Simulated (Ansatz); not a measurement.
C$_{2}$H$_{6}$GeS (`C=C[S][GeH3]`), 10 atoms. Charge 0, multiplicity 1. Correlated methods include outer-core shells of Ge, which these sets cover unevenly. Scalar relativity is left out up to krypton. All runs use 4 threads of an Intel Xeon 6975P-C on a shared host. Correlated methods freeze the cores.

(1) Give the basis size and wall time and peak host memory of each of these runs in Ansatz. RKS BLYP-D4/def2-TZVPP energy; RHF-MP2/def2-QZVPP energy; RKS ωB97M-V/def2-QZVPP energy; RKS PBE0-D4/def2-TZVP frequencies; RKS PBE0-D4/def2-QZVPP energy; RKS SPW92 (LDA)/def2-TZVPP energy; RKS PBE0-D4/def2-SVP energy; direct RPA on PBE orbitals/def2-TZVPP energy; RKS PBE0-D4/def2-TZVP relaxation (13 steps); RKS revPBE-D4/def2-TZVPP energy; RHF-CCSD(T)/def2-TZVPP energy; RKS PBE-D4/def2-TZVPP energy and forces. (Estimate.)

## Answers

(1) The calculation gave: Other jobs shared the machine, so times are rough.

```json
{"level": "RKS SPW92 (LDA)/def2-TZVPP", "job": "energy", "functions": "236", "wall time": "0.75 s", "peak host memory (GiB)": "0.31"}
{"level": "RKS PBE0-D4/def2-SVP", "job": "energy", "functions": "108", "wall time": "0.85 s", "peak host memory (GiB)": "0.47"}
{"level": "RKS BLYP-D4/def2-TZVPP", "job": "energy", "functions": "236", "wall time": "1.1 s", "peak host memory (GiB)": "0.31"}
{"level": "RKS revPBE-D4/def2-TZVPP", "job": "energy", "functions": "236", "wall time": "1.1 s", "peak host memory (GiB)": "0.31"}
{"level": "RKS PBE-D4/def2-TZVPP", "job": "energy and forces", "functions": "236", "wall time": "1.4 s", "peak host memory (GiB)": "0.32"}
{"level": "direct RPA on PBE orbitals/def2-TZVPP", "job": "energy", "functions": "236", "wall time": "2.7 s", "peak host memory (GiB)": "0.56"}
{"level": "RKS PBE0-D4/def2-QZVPP", "job": "energy", "functions": "453", "wall time": "6 s", "peak host memory (GiB)": "1.7"}
{"level": "RKS ωB97M-V/def2-QZVPP", "job": "energy", "functions": "453", "wall time": "10 s", "peak host memory (GiB)": "2"}
{"level": "RHF-MP2/def2-QZVPP", "job": "energy", "functions": "453", "wall time": "13 s", "peak host memory (GiB)": "2.6"}
{"level": "RKS PBE0-D4/def2-TZVP", "job": "relaxation (13 steps)", "functions": "183", "wall time": "24 s", "peak host memory (GiB)": "0.5"}
{"level": "RHF-CCSD(T)/def2-TZVPP", "job": "energy", "functions": "236", "wall time": "32 s", "peak host memory (GiB)": "4.5"}
{"level": "RKS PBE0-D4/def2-TZVP", "job": "frequencies", "functions": "183", "wall time": "88 s", "peak host memory (GiB)": "0.5"}
```
